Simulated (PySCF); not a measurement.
Can point charges reproduce the dipole moment of `[SiH3]O[Si@H]([SiH2]C#C)Cl`?

Coordinates (GFN2-xTB, Å) and charges (e) from the PBE0/pcSseg-1 density (PySCF):

| atom | x | y | z | Mulliken | IAO | Hirshfeld | ESP-fitted |
| --- | --- | --- | --- | --- | --- | --- | --- |
| C1 | 2.312 | 0.510 | 2.003 | -0.1868 | -0.1854 | -0.0800 | -0.3487 |
| C2 | 2.026 | 0.698 | 0.850 | -0.1790 | -0.3195 | -0.1547 | -0.1220 |
| Si3 | 1.551 | 0.962 | -0.921 | +0.3372 | +0.4383 | +0.2636 | +0.2899 |
| Si4 | -0.195 | -0.451 | -1.449 | +0.7709 | +0.9054 | +0.3429 | +0.3412 |
| Cl5 | -1.073 | 0.075 | -3.198 | -0.3220 | -0.3191 | -0.1288 | -0.1861 |
| O6 | -1.337 | -0.336 | -0.305 | -0.7086 | -0.8857 | -0.3025 | -0.3528 |
| Si7 | -2.292 | 0.281 | 0.851 | +0.7323 | +0.8880 | +0.3956 | +0.5939 |
| H8 | 2.569 | 0.346 | 3.011 | +0.0667 | +0.2046 | +0.0998 | +0.3043 |
| H9 | 2.753 | 0.681 | -1.722 | -0.0456 | -0.0913 | -0.0663 | -0.0599 |
| H10 | 1.252 | 2.400 | -1.042 | -0.0354 | -0.0826 | -0.0600 | -0.0503 |
| H11 | 0.027 | -1.894 | -1.522 | -0.0811 | -0.1267 | -0.0746 | -0.0478 |
| H12 | -1.401 | 0.801 | 1.886 | -0.1137 | -0.1425 | -0.0806 | -0.1196 |
| H13 | -3.093 | 1.340 | 0.240 | -0.1182 | -0.1448 | -0.0785 | -0.1211 |
| H14 | -3.099 | -0.852 | 1.293 | -0.1166 | -0.1386 | -0.0756 | -0.1211 |

**Question.** What dipole does each set of charges give (1 e·Å = 4.803 D), and what does the density give?

**Answer.** The full density gives (0.49, 0.08, 1.79) D, 1.86 D in size; dipole vectors point from the negative to the positive end.

| scheme | μx | μy | μz | size (D) | share of the full size (%) | angle to the full dipole (°) |
| --- | --- | --- | --- | --- | --- | --- |
| Mulliken | 0.37 | 0.42 | -0.18 | 0.59 | 32 | 96 |
| IAO | 0.78 | 0.38 | 1.24 | 1.51 | 81 | 21 |
| Hirshfeld | 0.32 | 0.17 | 0.63 | 0.73 | 39 | 16 |
| ESP-fitted | 0.53 | 0.06 | 1.82 | 1.89 | 102 | 1 |

**Question.** Which set comes closest?

**Answer.** Length of the difference vector: ESP-fitted 0.04 D, IAO 0.70 D, Hirshfeld 1.18 D, Mulliken 2.01 D. Closest: ESP-fitted. ESP charges are fitted to the potential around the molecule, whose slowest-falling term is the dipole's. The schemes that divide the density aren't constrained to reproduce the dipole.

**Question.** What is left for the Hirshfeld atoms' own dipoles?

**Answer.** The shares of the density sum to the whole, so what Σ q r misses lies in dipoles about the nuclei. The atomic dipoles sum to (0.49, 0.08, 1.79) − (0.32, 0.17, 0.63) = (0.17, -0.09, 1.16) D, 1.18 D in size.

**Question.** With the origin at the mean of the coordinates, (0.000, 0.326, -0.002) Å, which are the largest single terms, by size, of the Mulliken dipole along the direction of the full one?

**Answer.** Si4 -5.47, Cl5 +5.22, O6 +2.29, C1 -2.29, C2 -1.18 D; all 14 atoms together -0.06 D. The single terms depend on the origin, their sum doesn't.

**Question.** Give the size of the full dipole in other units.

**Answer.** 1.86 D = 0.732 au = 0.387 e·Å = 6.21 × 10⁻³⁰ C·m.

Isolated species at its GFN2-xTB geometry (one conformer only).

The run behind these numbers computed NMR shieldings as well. Hardware: one thread of an Arm Neoverse V1, on a shared host. Cost: 28 s, 0.96 GiB resident at most.

Shape of the structure used: `[CH:1]#[C:2][SiH2:3][Si@H:4]([Cl:5])[O:6][SiH3:7]`: C2–Si3–Si4–Cl5 166°, Si3–Si4–O6–Si7 32°.
